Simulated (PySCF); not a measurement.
## Correlation energy of Cl²⁺ (chlorine, charge +2)

[Ne] 3s2 3p3, high-spin 4S determinant. Computed with PySCF 2.14 in dyall-acv3z (19s12p6d4f, 113 functions), with scalar relativity by spin-free X2C-1e. Frozen: [Ne]; 5 electrons correlated; the 31 highest virtual orbitals of each spin left out.

MP2 pair energies summed by pair of shells (mhartree):

| pair | energy | share (%) |
| --- | --- | --- |
| 3s-3p | -66.50 | 66.5 |
| 3p-3p | -22.71 | 22.7 |
| 3s-3s | -10.80 | 10.8 |

Total MP2 correlation energy: -100.01 mhartree.

Same-spin part -26.45 and opposite-spin part -73.56 mhartree; SCS-MP2 scales them by 1/3 and 6/5 to -97.08 mhartree.
